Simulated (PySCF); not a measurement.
## Assigning NMR signals

Numbering as in the mapped SMILES `[CH3:1][C:2]#[C:3][SiH:4]1[O:5][CH2:6][CH2:7][CH2:8][O:9]1`. Hydrogens are named by the atom that carries them. Ha(C6), Ha(C7), Ha(C8) are cis to C3 on the ring; Hb(C6), Hb(C7), Hb(C8) are trans to C3 on the ring.

- geometry from PBE0-D3(BJ)/def2-SVP
- shielding tensors at PBE0/pcSseg-1 (GIAO)
- run in PySCF
- non-relativistic Hamiltonian, no solvent, one computed conformer, averaged over atoms made equivalent by symmetry, fast rotation or ring inversion

δ = σ(ref) − σ, references computed at the same level: $^{13}$C (σref 184.41), $^{1}$H (σref 31.27) vs TMS.

Problem. Assign these signals to the numbered atoms. $^{13}$C{$^{1}$H} NMR (computed): δ 108.5 (C), 84.2 (C), 66.4 (CH2), 34.2 (CH2), 5.5 (CH3).

Solution. 
| δ (ppm) | atoms | environment | reason |
| --- | --- | --- | --- |
| 108.5 | C2 | alkyne carbon | – |
| 84.2 | C3 | alkyne carbon | the triple bond shields along its axis, which puts it between sp3 and sp2 carbons |
| 66.4 | C6/C8 | sp3 CH2 bonded to O | deshielded by the electronegative neighbour |
| 34.2 | C7 | sp3 CH2 in a ring | a saturated carbon with 2 carbon neighbours and no heteroatom attached |
| 5.5 | C1 | propargylic methyl carbon | saturated and bonded to C and H only |

Problem. Assign these signals to the numbered atoms. $^{1}$H NMR (400 MHz, computed): δ 4.75 (s, 1H), 4.11 (m, 2H), 4.06 (m, 2H), 2.25 (m, 1H), 1.90 (s, 3H), 1.03 (m, 1H).

Solution. 
| δ (ppm) | atoms | environment | reason |
| --- | --- | --- | --- |
| 4.75 | H(Si4) | hydrogen on a silicon bonded to C, 2 O, in a 6-membered ring | – |
| 4.11 | Ha(C6)/Ha(C8) | hydrogen on an sp3 CH2 bonded to O | its carbon carries O, an electronegative neighbour |
| 4.06 | Hb(C6)/Hb(C8) | hydrogen on an sp3 CH2 bonded to O | – |
| 2.25 | Ha(C7) | hydrogen on an sp3 CH2 in a ring | – |
| 1.90 | H(C1) | hydrogen on a propargylic methyl carbon | – |
| 1.03 | Hb(C7) | hydrogen on an sp3 CH2 in a ring | – |

Ha(C6)/Ha(C8) and Hb(C6)/Hb(C8) lie closer than the usual error of such a calculation, so a measured spectrum could show them in the other order.

Shifts are as computed. Against solution values, carbons near 30 ppm lie about +2 ppm off and those near 130 ppm about +5 ppm. Of 1211 compounds with measured shifts, 218 miss one by over three times the rms of a fit or turn the order of signals round; such compounds aren't used in these exercises. Multiplicities follow the n + 1 count of equivalent neighbours, as no J values were calculated; m marks all less simple cases, F and P coupling included.
